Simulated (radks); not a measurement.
All-electron atom: Gd+ in [Xe] 4f7 5d1 6s1 (the NIST ground configuration). Calculated with a radial shooting solver on a logarithmic mesh with Libxc functionals: Dirac Kohn-Sham, B86b exchange with PBE correlation, spin-unpolarised, spherical densities, finite nucleus; open shells fill j = l - 1/2 first; Fermi nuclear charge, rms radius 5.1569 fm. Some entries of the table are withheld. Estimate them.

orbital,occ.,eigenvalue (eV),<r^2> (bohr^2),r(max) (bohr)
1s1/2,2,-50052.99,0.0006549,0.01392
2s1/2,2,-8265.216,0.01022,0.07917
2p1/2,2,-7848.964,0.007416,0.05981
2p3/2,4,-7152.992,0.008651,0.06564
3s1/2,2,-1836.845,0.06814,0.2244
3p1/2,2,-1656.331,0.06348,0.2117
3p3/2,4,-1513.569,0.07055,0.2240
3d3/2,4,-1201.702,0.05633,(1)
3d5/2,6,-1170.602,0.05831,(2)
4s1/2,2,-374.8398,0.3451,0.5160
4p1/2,2,-304.5387,0.3631,0.5204
4p3/2,4,-272.7881,0.4017,0.5465
4d3/2,4,-156.9391,0.4608,0.5543
4d5/2,6,-151.1999,0.4761,0.5627
5s1/2,2,(3),2.002,1.197
5p1/2,2,(4),2.538,1.304
5p3/2,4,(5),2.872,1.380
4f5/2,6,(6),0.9735,(7)
4f7/2,1,(8),1.006,(9)
6s1/2,1,-9.2727,15.07,3.219
5d3/2,1,-8.5548,7.635,1.903
5d5/2,0,-8.2449,8.040,1.949

Answer. 
(1) 3d3/2 r(max) (bohr): 0.1780
(2) 3d5/2 r(max) (bohr): 0.1815
(3) 5s1/2 eigenvalue (eV): -55.8581
(4) 5p1/2 eigenvalue (eV): -36.5466
(5) 5p3/2 eigenvalue (eV): -32.2048
(6) 4f5/2 eigenvalue (eV): -15.1804
(7) 4f5/2 r(max) (bohr): 0.5649
(8) 4f7/2 eigenvalue (eV): -14.4278
(9) 4f7/2 r(max) (bohr): 0.5698
